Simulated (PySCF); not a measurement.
**One molecule, a ladder of functionals, a line**

Molecule: `InChI=1S/C3H12Si3/c1-2-3(4,5)6/h2H,1H2,4-6H3`.

Bonds (- single, = double, # triple, : aromatic): C1=C2, C2-C3, C3-Si4, C3-Si5, C3-Si6. C1 carries H7, H8; C2 carries H9; Si4 carries H10, H11, H12; Si5 carries H13, H14, H15; Si6 carries H16, H17, H18. H8 is cis to C3; H7 is trans to C3.

GIAO shieldings (ppm, equivalent atoms averaged) in PySCF 2.14 on the PBE0-D3(BJ)/def2-SVP geometry, basis pcSseg-1, gas phase, non-relativistic:

| functional | exact exchange (%) | σ(C3) | σ(Si4/Si5/Si6) |
| --- | --- | --- | --- |
| BLYP | 0 | 167.6 | 387.3 |
| BP86 | 0 | 172.4 | 397.0 |
| PBE | 0 | 173.4 | 398.4 |
| B3LYP | 20 | 174.9 | 398.2 |
| mPW1PW91 | 25 | 181.2 | 409.9 |
| BHandHLYP | 50 | 184.2 | 414.6 |
| HF | 100 | 198.6 | 444.5 |

(1) Fit each shielding as a line in the percentage of exact exchange.

(2) What does the line predict for PBE0 (25 %), and what does the run give?

Results:

(1) σ(C3) = 171.3 + 0.27 x (rms 2.2 ppm); σ(Si4/Si5/Si6) = 393.4 + 0.49 x (rms 4.4 ppm). The functionals also differ in their semilocal parts, which the line can't hold; Hartree–Fock has no correlation at all.

(2) σ(C3): 178.1 predicted, 181.9 computed; σ(Si4/Si5/Si6): 405.6 predicted, 411.7 computed ppm.
